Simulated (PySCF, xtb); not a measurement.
BFH₄OSi, SMILES FB(O)[SiH3].

xtb with GFN2-xTB at its own geometry gives an orbital gap of 4.22 eV and a dipole moment of 2.17 D.

Geometry: PBE-D3(BJ)/def2-SVP. One conformer was computed; it need not be the lowest.

Task: What does r2SCAN/def2-TZVPD (PySCF) give? (The exact figures need the calculation; the answer reports its results.)

Result: gap 6.42 eV (levels -7.81 and -1.39 eV), dipole 1.28 D.
